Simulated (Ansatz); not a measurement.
Species: CH3F2Si, charge 0, multiplicity 2. It need not be the lowest isomer of its formula. SMILES: F[Si](C)F
Geometry: optimised at B3LYP-D3(BJ)/def2-TZVP (Ansatz, a first-principles code).

Computed values are from Ansatz. Valence correlation only, unless marked. UHF or UKS for open shells. Spin-orbit coupling is left out. Non-relativistic. CBS marks a two-point X^-3 extrapolation of the correlation energy; Hartree-Fock from the larger set. The bracket is a focal-point correction in the basis named.

Problem. What is the T1 diagnostic at CCSD/aug-cc-pV(T+d)Z?

Solution. 0.014.

Problem. What is the dipole moment at CCSD(T)/aug-cc-pV(D+d)Z?

Solution. 2.16 D.

Problem. What is the atomisation energy De at RI-MP2/CBS(aug-cc-pV(T+d)Z,aug-cc-pV(Q+d)Z)+[CCSD(T)-MP2]/aug-cc-pV(T+d)Z?

Solution. 2732.5 kJ/mol.

Problem. What is the total energy at RI-MP2/CBS(aug-cc-pV(T+d)Z,aug-cc-pV(Q+d)Z)+[CCSD(T)-MP2]/aug-cc-pV(T+d)Z?

Solution. -528.6085 Eh.
